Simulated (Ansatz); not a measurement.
`FC[NH][AlH2]` + `FC[SiH3]` → `F[CH]([AlH2])[SiH3]` + `NCF`  (formal exchange of groups at the Al–N bond)

Gas-phase electronic energies from Ansatz, PBE0-D4/def2-TZVP geometries. CBS: MP2 limit from def2 TZ/QZ plus the TZ coupled-cluster correction, frozen cores. Functionals use def2-TZVPP. One conformer a species, not always the lowest.

`FC[NH][AlH2]`:

```xyz
9

F    -1.142   -0.554   -1.751
C    -1.004    0.297   -0.649
N    -0.283   -0.312    0.396
Al    1.459   -0.129    0.724
H    -2.024    0.564   -0.355
H    -0.476    1.184   -1.009
H    -0.837   -0.988    0.903
H     2.077   -1.009    1.882
H     2.231    0.946   -0.140
```

`FC[SiH3]`:

Z-matrix (Å, degrees):
```
C
Si 1 1.895
F 1 1.391 2 110.4
H 1 1.095 2 111.2 3 120.0
H 1 1.095 2 111.2 3 -120.0
H 2 1.484 1 110.0 3 60.5
H 2 1.484 1 110.0 3 -60.5
H 2 1.488 1 107.8 3 180.0
```

`F[CH]([AlH2])[SiH3]`:

Z-matrix (Å, degrees):
```
C
Al 1 1.978
Si 1 1.890 2 114.1
F 1 1.412 2 110.8 3 123.4
H 1 1.101 2 108.9 3 -118.7
H 2 1.587 1 117.4 3 62.1
H 2 1.582 1 119.9 3 -117.0
H 3 1.488 1 107.5 2 -62.8
H 3 1.488 1 110.3 2 55.6
H 3 1.486 1 111.5 2 176.6
```

`NCF`:

Cartesian coordinates in Å:
```
N 0.826 -0.338 0.044
C -0.547 -0.055 -0.007
F -0.839 1.315 -0.122
H 1.313 -0.063 -0.797
H 1.280 0.069 0.849
H -0.999 -0.536 -0.876
H -1.035 -0.393 0.910
```

(1) Is it downhill or uphill in electronic energy at CCSD(T)/CBS, and by how much? (An estimate is asked.)

(2) What do these levels give: PBE-D4, revPBE-D4, MP2/def2-SVP, CCSD/def2-TZVPP, SCS-MP2/def2-QZVPP, HF/CBS(def2)? (Best estimate.)

Largest T1 diagnostic among the species: 0.012.

Results:

(1) The calculation gave: Uphill: ΔE = +104.0 kJ/mol.

(2) Ansatz gave: PBE-D4 93.3, revPBE-D4 93.2, MP2/def2-SVP 110.8, CCSD/def2-TZVPP 107.8, SCS-MP2/def2-QZVPP 109.7, HF/CBS(def2) 114.6 kJ/mol.

From PBE to PBE0 (25 % exact exchange), in def2-TZVPP and without D4, ΔE moves by +3.5 kJ/mol. At CCSD(T), def2-SVP lies +4.6 kJ/mol from the extrapolated value and def2-TZVPP +2.4 kJ/mol.
